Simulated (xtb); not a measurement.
Job for xtb: GFN1-xTB on GaH4P (SMILES [PH2][GaH2]), a point of a torsion scan.

```
$ xtb mol.xyz --gfn 1 --sp --chrg 0 --uhf 0
6

P     -1.45915401    -0.20521518    -0.66454028
Ga     0.84744617     0.12850937    -0.68148516
H     -1.63033346     1.03992911    -0.04092436
H     -1.35675634    -0.85586031     0.57511270
H      1.60840875     1.41406128    -0.11122306
H      1.93229535    -0.88309117    -1.26480581
```

The log:

```
[...]
           -------------------------------------------------
          |                Calculation Setup                |
           -------------------------------------------------



           -------------------------------------------------
          |                 G F N 1 - x T B                 |
           -------------------------------------------------

        Reference                      10.1021/acs.jctc.7b00118
      * Hamiltonian:
        H0-scaling (s, p, d)           1.850000    2.250000    2.000000
        zeta-weighting                 0.000000
      * Dispersion:
        s8                             2.400000
        a1                             0.630000
        a2                             5.000000
        s9                             0.000000
      * Repulsion:
        kExp                           1.500000
        rExp                           1.000000
      * Coulomb:
        alpha                          2.000000
        third order                    atomic
        anisotropic                    false
      * Halogen bond correction:
        rad-scale                      1.300000
        damping                        0.440000


          ...................................................
          :                      SETUP                      :
          :.................................................:
          :  # basis functions                  28          :
          :  # atomic orbitals                  26          :
          :  # shells                           14          :
          :  # electrons                        12          :
          :  # halogen bonds                     0          :
          :  max. iterations                   250          :
          :  Hamiltonian                  GFN1-xTB          :
          :  restarted?                      false          :
          :  GBSA solvation                  false          :
          :  PC potential                    false          :
          :  electronic temp.          300.0000000     K    :
          :  accuracy                    1.0000000          :
          :  -> integral cutoff          0.2500000E+02      :
          :  -> integral neglect         0.1000000E-07      :
          :  -> SCF convergence          0.1000000E-05 Eh   :
          :  -> wf. convergence          0.2000000E-04 e    :
          :  Broyden damping             0.4000000          :
          :  net charge                          0          :
          :  unpaired electrons                  0          :
          ...................................................

 iter      E             dE          RMSdq      gap      omega  full diag
   1     -5.9871699 -0.598717E+01  0.421E+00    5.09       0.0  T
   2     -6.0587918 -0.716220E-01  0.405E+00    4.65       1.0  T
   3     -6.1436107 -0.848189E-01  0.167E+00    5.40       1.0  T
   4     -6.1440295 -0.418832E-03  0.279E-01    5.36       1.0  T
   5     -6.1442131 -0.183600E-03  0.108E-01    5.37       1.0  T
   6     -6.1442541 -0.409148E-04  0.580E-03    5.37       7.0  T
   7     -6.1442542 -0.107861E-06  0.261E-03    5.37      15.7  T
   8     -6.1442542 -0.210323E-07  0.450E-04    5.37      90.8  T
   9     -6.1442542 -0.550299E-09  0.178E-05    5.37    2288.3  T
  10     -6.1442542 -0.872191E-12  0.522E-06    5.37    7818.5  T

   *** convergence criteria satisfied after 10 iterations ***

         #    Occupation            Energy/Eh            Energy/eV
      -------------------------------------------------------------
         1        2.0000           -0.7408129             -20.1585
         2        2.0000           -0.5408016             -14.7160
         3        2.0000           -0.5050381             -13.7428
         4        2.0000           -0.4715351             -12.8311
         5        2.0000           -0.4317426             -11.7483
         6        2.0000           -0.4033624             -10.9760 (HOMO)
         7                         -0.2058850              -5.6024 (LUMO)
         8                         -0.1989891              -5.4148
         9                         -0.1745306              -4.7492
        10                         -0.1211464              -3.2966
        11                         -0.1076681              -2.9298
       ...                                ...                  ...
        26                          1.2034200              32.7467
      -------------------------------------------------------------
                  HL-Gap            0.1974774 Eh            5.3736 eV
             Fermi-level           -0.3046237 Eh           -8.2892 eV

 SCC (total)                   0 d,  0 h,  0 min,  0.008 sec
 SCC setup                      ...        0 min,  0.000 sec (  1.311%)
 Dispersion                     ...        0 min,  0.000 sec (  0.536%)
 classical contributions        ...        0 min,  0.000 sec (  0.221%)
 integral evaluation            ...        0 min,  0.002 sec ( 27.640%)
 iterations                     ...        0 min,  0.002 sec ( 28.583%)
 molecular gradient             ...        0 min,  0.003 sec ( 38.813%)
 printout                       ...        0 min,  0.000 sec (  2.628%)

         :::::::::::::::::::::::::::::::::::::::::::::::::::::
         ::                     SUMMARY                     ::
         :::::::::::::::::::::::::::::::::::::::::::::::::::::
         :: total energy              -6.113704360143 Eh    ::
         :: gradient norm              0.012548816566 Eh/a0 ::
         :: HOMO-LUMO gap              5.373634143421 eV    ::
         ::.................................................::
         :: SCC energy                -6.144254188316 Eh    ::
         :: -> electrostatic           0.005167779969 Eh    ::
         :: repulsion energy           0.031898240554 Eh    ::
         :: dispersion energy         -0.001348412380 Eh    ::
         :: halogen bond corr.         0.000000000000 Eh    ::
         :: add. restraining           0.000000000000 Eh    ::
         :: total charge               0.000000000000 e     ::
         :::::::::::::::::::::::::::::::::::::::::::::::::::::

           -------------------------------------------------
          |                Property Printout                |
           -------------------------------------------------

    * Orbital Energies and Occupations

         #    Occupation            Energy/Eh            Energy/eV
      -------------------------------------------------------------
         1        2.0000           -0.7408129             -20.1585
         2        2.0000           -0.5408016             -14.7160
         3        2.0000           -0.5050381             -13.7428
         4        2.0000           -0.4715351             -12.8311
         5        2.0000           -0.4317426             -11.7483
         6        2.0000           -0.4033624             -10.9760 (HOMO)
         7                         -0.2058850              -5.6024 (LUMO)
         8                         -0.1989891              -5.4148
         9                         -0.1745306              -4.7492
        10                         -0.1211464              -3.2966
        11                         -0.1076681              -2.9298
        12                         -0.0953824              -2.5955
        13                         -0.0808910              -2.2012
        14                         -0.0604130              -1.6439
        15                         -0.0451386              -1.2283
        16                         -0.0377143              -1.0263
        17                         -0.0219758              -0.5980
       ...                                ...                  ...
        26                          1.2034200              32.7467
Note: The following floating-point exceptions are signalling: IEEE_DENORMAL
normal termination of xtb
      -------------------------------------------------------------
                  HL-Gap            0.1974774 Eh            5.3736 eV
             Fermi-level           -0.3046237 Eh           -8.2892 eV

  Mulliken/CM5 charges         n(s)   n(p)   n(d)
     1P    -0.06230 -0.25203   1.766  3.263  0.034
     2Ga    0.26576  0.18196   1.304  1.189  0.241
     3H     0.03513  0.12090   0.965  0.000  0.000
     4H     0.03906  0.12465   0.961  0.000  0.000
     5H    -0.13804 -0.08728   1.138  0.000  0.000
     6H    -0.13960 -0.08820   1.140  0.000  0.000

Wiberg/Mayer (AO) data.
largest (>0.10) Wiberg bond orders for each atom

 ---------------------------------------------------------------------------
     #   Z sym  total        # sym  WBO       # sym  WBO       # sym  WBO
 ---------------------------------------------------------------------------
     1  15 P    3.133 --     2 Ga   1.125     3 H    0.935     4 H    0.927
     2  31 Ga   2.990 --     1 P    1.125     6 H    0.867     5 H    0.865
     3   1 H    1.003 --     1 P    0.935
     4   1 H    1.001 --     1 P    0.927
     5   1 H    0.985 --     2 Ga   0.865
     6   1 H    0.984 --     2 Ga   0.867
 ---------------------------------------------------------------------------

Topologies differ in total number of bonds
Writing topology from bond orders to xtbtopo.mol

 dipole moment from electron density (au)
     X       Y       Z
  -0.3062   0.0710   0.3588  total (Debye):    1.212


           -------------------------------------------------
          | TOTAL ENERGY               -6.113704360143 Eh   |
          | GRADIENT NORM               0.012548816566 Eh/α |
          | HOMO-LUMO GAP               5.373634143421 eV   |
           -------------------------------------------------

------------------------------------------------------------------------
------------------------------------------------------------------------
 total:
 SCF:
```

The run finished.

Cost: very roughly 0.03 core-seconds.
